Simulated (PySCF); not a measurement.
Compound: C6H10FO (doublet state).
Z-matrix (Å and degrees, GFN2-xTB geometry), rows numbered from 1:
```
C 
C   1  1.3187
C   2  1.5000  1  123.89
F   3  1.4297  2  106.94  1   156.27
C   3  1.4701  2  114.20  1    34.20
O   5  1.3584  3  118.14  2  -144.93
C   6  1.4116  5  116.63  3  -155.01
C   7  1.5262  6  111.54  5    77.15
H   1  1.0759  2  121.72  3   178.98
H   1  1.0774  2  121.45  3    -0.55
H   2  1.0806  1  121.72  3  -179.20
H   3  1.0985  2  111.32  1   -91.05
H   5  1.0782  3  120.83  2    50.69
H   7  1.0929  6  105.43  5  -162.81
H   7  1.0985  6  109.96  5   -45.37
H   8  1.0866  7  109.96  6    59.19
H   8  1.0877  7  110.08  6   -60.16
H   8  1.0861  7  110.02  6   179.50
```

The hyperfine couplings belong to this conformer and change with its torsions.

As a line formula: `[C@@H]([CH]OCC)(C=C)F` [radical].

Level of theory: UKS B3LYP, pcH-1 on C F H O, non-relativistic, mean-field spin-orbit, GIAO in PySCF 2.14.0. Isolated species at its GFN2-xTB geometry (one conformer only). Couplings are sensitive to structure, and on GFN2-xTB geometries they can be far from those on DFT ones. No stability test was run, so a lower SCF solution isn't excluded.

(1) Give the principal g shifts and their parts.

(2) What are the electron Larmor frequencies g μB B/h along the three axes at 340 mT?

(3) At 9.544 GHz, how far is the centre of the isotropic spectrum from where a free electron (g = 2.002319) resonates?

(4) How much does each term add to the isotropic shift?

(5) In a frozen sample, at which fields do the three g values resonate at 9.5, 34, 94 and 263 GHz (hyperfine left aside), and which band first spreads them over more than twice a line width of 0.5 mT?

Results:

(1) 
| Δg (ppm) | 1 | 2 | 3 |
| --- | --- | --- | --- |
| relativistic mass correction | -221 | -221 | -221 |
| gauge correction | 5 | 79 | 47 |
| orbital Zeeman/spin–orbit | -95 | 752 | 2104 |
| total | -311 | 610 | 1930 |

So g = 2.00201, 2.00293, 2.00425 and g_iso = 2.00306; the tensor is rhombic: the two nearest values differ by 41 % of g3 − g1. 

(2) 9.5270, 9.5314, 9.5377 GHz for g1, g2 and g3, a range of 10.7 MHz.

(3) B = hν/(g μB) with μB/h = 13.99624 MHz/mT gives 340.55 mT for the free electron and 340.43 mT at g_iso, 0.13 mT lower.

(4) The orbital-Zeeman/spin–orbit term 920, the mass correction -221 and the gauge correction 43 ppm, for a total of 743 ppm. The orbital-Zeeman/spin–orbit term is the largest in size. The mass correction is the same along every axis, so the anisotropy comes from the other two: their spans along these axes are 74 (gauge) and 2199 ppm (orbital Zeeman/spin–orbit).

(5) 
```csv
band,GHz,B(g3) mT,B(g2) mT,B(g1) mT,spread mT
X,9.5,338.66,338.88,339.04,0.38
Q,34.0,1212.04,1212.84,1213.39,1.36
W,94.0,3350.92,3353.13,3354.68,3.75
J,263.0,9375.46,9381.64,9385.95,10.49
```

The spread grows in proportion to the frequency. Q band is the first where it exceeds 1.0 mT.

The largest Mulliken spin populations are on C5 (+0.85) and O6 (+0.14). C5 is the only atom above +0.15. The angles at C5 add up to 358.1°, so it is nearly planar; its axial dipolar tensor and the negative coupling of its proton fit spin in a p orbital normal to that plane.

The HOMO–LUMO gaps are 4.95 eV among the α and 5.93 eV among the β orbitals.
